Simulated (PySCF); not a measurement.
Se(Cl)(NMe2) (C2H6ClNSe), SMILES [Se](N(C)C)Cl. Geometry optimised at PBE-D3(BJ)/def2-SVP. The values are those of a single conformer.

The numbers are results of PBE-D3(BJ)/def2-SVP in PySCF, not measurements.

Harmonic wavenumbers (cm⁻¹): 88, 98, 191, 209, 317, 329, 334, 352, 592, 961, 1018, 1059, 1104, 1202, 1216, 1361, 1385, 1393, 1408, 1413, 1431, 2930, 2934, 3017, 3018, 3091, 3092. Rotational constants (GHz): 3.381, 1.709, 1.478; symmetry number 1.

**Question.** Work out the zero-point energy and the ideal-gas rigid-rotor harmonic-oscillator thermochemistry at 298.15 K and 1 atm.

**Answer.** ZPE = ½ Σ hcν = ½ × 35542 cm⁻¹ = 50.81 kcal/mol. H − E(el) = 56.01 kcal/mol. Entropy in cal/(mol K): translation 41.09, rotation 28.02, vibration 17.46, total 86.57. G − E(el) = 30.20 kcal/mol. Cp = 25.44 cal/(mol K). Modes under 150 cm⁻¹ make the vibrational entropy uncertain.
